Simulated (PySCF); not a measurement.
TeF3, SMILES F[Te](F)F, multiplicity 2. The structure is a stationary point at B3LYP-D3(BJ)/def2-SVP. The multiplicity is an assumed one; other spin states were not compared. The isomer is the one that the SMILES or the coordinates give; other isomers of the formula were not compared. The def2 effective core potentials stand for the cores of Te; spin–orbit coupling is left out.

Computed equilibrium geometry at B3LYP-D3(BJ)/def2-SVP (PySCF confirms it by a frequency run) as a Z-matrix, and its point group:
point group C2v.
```
Te
F 1 1.9157
F 1 1.9788 2 85.19
F 1 1.9788 2 85.19 3 180.00
```
Charge 0, spin multiplicity 2.
